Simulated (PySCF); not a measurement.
Species: C3H5F2NO.
Numbering: `[NH2:1][C:2](=[O:3])[CH2:4][CH:5]([F:6])[F:7]` (hydrogens: H8, H9 on N1; H10, H11 on C4; H12 on C5)

The closed-shell SCF was solved with PySCF and density fitting under several settings on one GFN2-xTB geometry (grid level 2 and gas phase unless stated).

```json
{"settings": "PBE0/pcSseg-1", "basis functions": "144", "SCF cycles": "14", "E (Eh)": "-446.5079", "HOMO (eV)": "-7.85", "LUMO (eV)": "0.40", "dipole (D)": "4.00"}
{"settings": "PBE0/def2-SVPD", "basis functions": "189", "SCF cycles": "14", "E (Eh)": "-446.2477", "HOMO (eV)": "-7.98", "LUMO (eV)": "0.08", "dipole (D)": "4.09"}
{"settings": "PBE0/cc-pVDZ, IEF-PCM dimethylsulfoxide, fitting basis def2-universal-jkfit, energy threshold 1e-07 Eh", "basis functions": "123", "SCF cycles": "9", "E (Eh)": "-446.5852", "HOMO (eV)": "-7.49", "LUMO (eV)": "0.94", "dipole (D)": "4.91"}
{"settings": "B97-2/pcSseg-1", "basis functions": "144", "SCF cycles": "14", "E (Eh)": "-446.8271", "HOMO (eV)": "-7.56", "LUMO (eV)": "0.32", "dipole (D)": "3.99"}
{"settings": "PBE0/pcSseg-1, IEF-PCM acetone, level shift 0.3 Eh", "basis functions": "144", "SCF cycles": "13", "E (Eh)": "-446.5241", "HOMO (eV)": "-7.84", "LUMO (eV)": "0.60", "dipole (D)": "5.02"}
```

Problem. Estimate the rows for these settings: (1) LDA/6-311+G(2d,p), grid level 3; (2) PBE0/Sadlej pVTZ, IEF-PCM chloroform, start guess huckel.

Solution. 
| settings | basis functions | SCF cycles | E (Eh) | HOMO (eV) | LUMO (eV) | dipole (D) |
| --- | --- | --- | --- | --- | --- | --- |
| LDA/6-311+G(2d,p), grid level 3 | 219 | 15 | -443.8663 | -6.49 | -1.21 | 4.06 |
| PBE0/Sadlej pVTZ, IEF-PCM chloroform, start guess huckel | 213 | 13 | -446.6935 | -7.88 | -0.03 | 4.87 |

Problem. Over all rows, what range does the HOMO–LUMO gap span?

Solution. From 5.28 eV (LDA/6-311+G(2d,p), grid level 3) to 8.44 eV (PBE0/pcSseg-1, IEF-PCM acetone, level shift 0.3 Eh). The functional of the narrowest has no exact exchange, that of the widest 25 % exact exchange.

Problem. Compare two rows with the functional PBE0: PBE0/pcSseg-1 and PBE0/def2-SVPD. Which energy is lower, and by how much?

Solution. PBE0/pcSseg-1 (144 functions) lies 0.2602 Eh or 163 kcal/mol below PBE0/def2-SVPD (189 functions). The smaller set gives the lower energy; the two sets aren't nested, so the variational bound doesn't order them by size.

Cycle counts include a coarse-grid stage where the run had one. All basis functions are spherical, in the Pople sets too. The species at its GFN2-xTB geometry (one conformer only).

Conformer computed: `[NH2:1][C:2](=[O:3])[CH2:4][CH:5]([F:6])[F:7]`: N1–C2–C4–C5 138°, C2–C4–C5–F6 165°, H–N1–C2–O3 2°, H–N1–C2–O3 177°.
